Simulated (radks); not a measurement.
Results of a calculation; reference values are marked as such.
The mean radii <r> (bohr) of the occupied orbitals of an atom or ion are listed with their occupations. Code: a radial shooting solver on a logarithmic mesh with Libxc functionals. Model: scalar-relativistic Kohn-Sham, PBE, spin-unpolarised, spherical densities, finite nucleus; Fermi nuclear charge, rms radius of each element as measured or else 0.836 A^(1/3) + 0.57 fm.

| orbital | occ. | <r> |
|---|---|---|
| 1s | 2 | 0.03185 |
| 2s | 2 | 0.1383 |
| 2p | 6 | 0.1206 |
| 3s | 2 | 0.3793 |
| 3p | 6 | 0.3787 |
| 3d | 10 | 0.3576 |
| 4s | 2 | 0.9455 |
| 4p | 6 | 1.040 |
| 4d | 9 | 1.461 |

Name the element and its charge.

Answer. Z = 46, palladium, charge +1: Pd+ in [Kr] 4d9. The 1s radius gives Z: for a bare nucleus <r> = (2 gamma + 1)/(2Z) with gamma = sqrt(1 - (Z/c)^2), 0.03135 bohr for Z = 46, and screening makes it slightly larger (0.03185 here). The occupations add up to 45, and the charge is Z minus that.
